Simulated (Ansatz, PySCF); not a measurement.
HfOBr₂, SMILES [O]=[Hf]([Br])[Br], multiplicity 1. Atoms are numbered in the order given.

```xyz
4

Hf    -0.0705    -0.4920     0.0000
O      1.0896    -1.8081     0.0000
Br     0.0419     0.8151    -2.1652
Br     0.0419     0.8151     2.1652
```
Charge 0, spin multiplicity 1.

Geometry: B3LYP-D3(BJ)/def2-SVP. The multiplicity is an assumed one; other spin states were not compared. The def2 effective core potentials stand for the cores of Hf; spin–orbit coupling is left out.

Two levels are set side by side: PBE-D3(BJ)/def2-SVP (Ansatz, a quantum-chemistry and plane-wave program) and B3LYP-D3(BJ)/def2-SVP (Ansatz). Each level has its own optimised geometry; the coordinates shown are those of the second. Frequencies come from the Hessian of PySCF at each geometry. Differences are taken from unrounded values.

| quantity | B3LYP-D3(BJ) |
|---|---|
| mean bond length (Å) | 2.273 |
| bond Hf1–O2 (Å) | 1.754 |
| bond Hf1–Br3 (Å) | 2.532 |
| bond Hf1–Br4 (Å) | 2.532 |
| highest harmonic wavenumber (cm⁻¹) | 941 |
| mean harmonic wavenumber (cm⁻¹) | 294 |
| zero-point energy (kcal/mol) | 2.52 |

What does PBE-D3(BJ) give, and how far is it from B3LYP-D3(BJ)? (An estimate is asked for; the answer gives what the named calculation found.)


```json
[
 {"quantity": "mean bond length (Å)", "PBE-D3(BJ)": "2.268", "PBE-D3(BJ) minus B3LYP-D3(BJ)": "-0.005"},
 {"quantity": "bond Hf1–O2 (Å)", "PBE-D3(BJ)": "1.762", "PBE-D3(BJ) minus B3LYP-D3(BJ)": "0.008"},
 {"quantity": "bond Hf1–Br3 (Å)", "PBE-D3(BJ)": "2.521", "PBE-D3(BJ) minus B3LYP-D3(BJ)": "-0.011"},
 {"quantity": "bond Hf1–Br4 (Å)", "PBE-D3(BJ)": "2.521", "PBE-D3(BJ) minus B3LYP-D3(BJ)": "-0.011"},
 {"quantity": "highest harmonic wavenumber (cm⁻¹)", "PBE-D3(BJ)": "911", "PBE-D3(BJ) minus B3LYP-D3(BJ)": "-29"},
 {"quantity": "mean harmonic wavenumber (cm⁻¹)", "PBE-D3(BJ)": "291", "PBE-D3(BJ) minus B3LYP-D3(BJ)": "-4"},
 {"quantity": "zero-point energy (kcal/mol)", "PBE-D3(BJ)": "2.49", "PBE-D3(BJ) minus B3LYP-D3(BJ)": "-0.03"}
]
```
